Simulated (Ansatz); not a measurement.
Relaxation of GaH4NO (7 atoms, charge 0, multiplicity 1), to a largest force component of 0.03 eV/Å in at most 50 steps.

Method: RKS PBE0/def2-SVP (Ansatz 0.2.0).

```xyz
7
Properties=species:S:1:pos:R:3
Ga 0.221 0.112 -0.141
O 0.747 -0.274 1.513
H 0.122 -0.523 2.203
H 1.713 0.401 -0.420
N -1.430 0.012 -0.843
H -2.258 -0.234 -0.314
H -1.641 0.225 -1.809
```

Problem. Where does it end, and by what steps?

Solution. The run converged. After 7 steps the energy has fallen by 0.494 eV; H4 moved furthest, 0.49 Å.

```json
{"step": "0", "energy less start (eV)": "0.0000", "largest force component (eV/Å)": "1.236", "accepted": "yes"}
{"step": "1", "energy less start (eV)": "-0.3138", "largest force component (eV/Å)": "0.762", "accepted": "yes"}
{"step": "2", "energy less start (eV)": "-0.4535", "largest force component (eV/Å)": "0.503", "accepted": "yes"}
{"step": "3", "energy less start (eV)": "-0.4712", "largest force component (eV/Å)": "0.473", "accepted": "yes"}
{"step": "4", "energy less start (eV)": "-0.4897", "largest force component (eV/Å)": "0.134", "accepted": "yes"}
{"step": "5", "energy less start (eV)": "-0.4922", "largest force component (eV/Å)": "0.119", "accepted": "yes"}
{"step": "6", "energy less start (eV)": "-0.4932", "largest force component (eV/Å)": "0.096", "accepted": "yes"}
{"step": "7", "energy less start (eV)": "-0.4936", "largest force component (eV/Å)": "0.005", "accepted": "yes"}
```

```xyz
7
Properties=species:S:1:pos:R:3
Ga 0.376 0.098 -0.064
O 0.612 -0.313 1.660
H -0.186 -0.561 2.137
H 1.624 0.506 -0.887
N -1.302 0.012 -0.739
H -2.128 -0.252 -0.216
H -1.524 0.228 -1.702
```

Whether the end is a true minimum wasn't checked by a vibrational analysis.

The run took 30 s on 1 thread of Arm Neoverse V1 (shared host), peak memory 0.16 GiB.
